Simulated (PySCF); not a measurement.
Excitations are Tamm–Dancoff values on a coarser integration grid. The basis has no diffuse functions, so Rydberg states are missing or too high.

# C₂H₁₀GeN₂O₂, SMILES `[O](C)[Ge]([NH2])([NH2])[O]C` (charge 0, multiplicity 1)

All values below come from PBE-D3(BJ)/def2-TZVP // r2SCAN-D4/def2-SVP in PySCF.

```json
{
  "HOMO": "-5.96 eV",
  "dipole_moment": "0.268 e·Å",
  "HOMO–LUMO gap": "5.42 eV",
  "LUMO": "-0.54 eV",
  "S1 excitation (TDA)": "5.53 eV",
  "S1 oscillator strength": "0.008",
  "T1 excitation (TDA)": "5.29 eV",
  "S1–T1 gap (TDA)": "0.23 eV",
  "total_energy": "-2418.6869 Ha",
  "cost": "around 8 core-minutes (rough)"
}
```

```xyz
17

C      2.1981    -0.2798     0.5005
O      1.2648    -0.6369    -0.4955
Ge    -0.2447     0.3057    -0.6247
N     -1.2214    -0.6813    -1.7812
N     -0.0875     2.0576    -1.0696
O     -0.9825     0.4152     0.9857
C     -1.5142    -0.7547     1.5729
H      3.0465    -0.9816     0.4524
H      1.7660    -0.3266     1.5184
H      2.5963     0.7443     0.3539
H     -0.7141    -1.4531    -2.2069
H     -1.7265    -0.1527    -2.4870
H     -0.0595     2.6752    -0.2604
H      0.6786     2.2840    -1.6994
H     -2.1533    -1.3185     0.8684
H     -2.1277    -0.4602     2.4398
H     -0.7190    -1.4364     1.9326
```
Charge 0, spin multiplicity 1.
